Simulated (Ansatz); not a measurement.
Born–Oppenheimer molecular dynamics of C$_{2}$H$_{10}$AlNS (15 atoms, charge 0, multiplicity 1). It starts at the highest image of a converged band, a first-order saddle point between two minima.

Method: Ansatz, RKS B3LYP-D4/def2-SVP.

```
ensemble                      : NVE (velocity Verlet)
time step                     : 0.5 fs
steps asked                   : 200
starting velocities drawn for : 300 K
seed                          : 3593
```

First frame:

```xyz
15
Properties=species:S:1:pos:R:3
Al -1.654 0.138 -0.186
N 0.183 -0.172 -0.245
C 0.795 -1.251 0.514
C 0.987 0.224 -1.391
H -2.233 0.945 -1.419
H -2.478 -0.856 0.735
H -0.024 1.271 0.876
S -1.031 2.076 1.487
H 0.172 -1.522 1.382
H 0.934 -2.172 -0.090
H 1.796 -0.966 0.895
H 0.504 1.048 -1.940
H 1.140 -0.607 -2.111
H 1.994 0.569 -1.084
H -1.085 1.274 2.576
```

How far do the bonds stretch over the last three quarters of this one trajectory? (Pairs bonded in most of those frames.)


```tsv
bond	mean (Å)	spread (Å)	shortest	longest
Al1–N2	1.821	0.025	1.79	1.87
Al1–H5	1.598	0.061	1.50	1.68
Al1–H6	1.593	0.050	1.52	1.67
Al1–S8	2.790	0.038	2.72	2.86
N2–C3	1.452	0.017	1.42	1.48
N2–C4	1.450	0.019	1.42	1.48
C3–H9	1.107	0.034	1.05	1.16
C3–H10	1.115	0.041	1.05	1.18
C3–H11	1.117	0.032	1.07	1.17
C4–H12	1.103	0.013	1.08	1.12
C4–H13	1.111	0.006	1.10	1.12
C4–H14	1.113	0.011	1.09	1.13
H7–S8	1.362	0.020	1.33	1.43
S8–H15	1.355	0.020	1.32	1.38
```

Pairs bonded in part of these frames only: Al1–S8 75 %.

Mean temperature of the second half: 187 K. The conserved energy stayed within 0.24 meV per atom of its start (net change 0.17 meV per atom), so the integration is sound. A run of 0.1 ps of so small a system gives no equilibrium averages. The orbitals stay closed-shell, which can raise the energy where a bond breaks towards radicals; this wasn't checked here.

Time of the run: 13 min on 4 threads of Arm Neoverse N1 (shared host), peak memory 0.33 GiB.
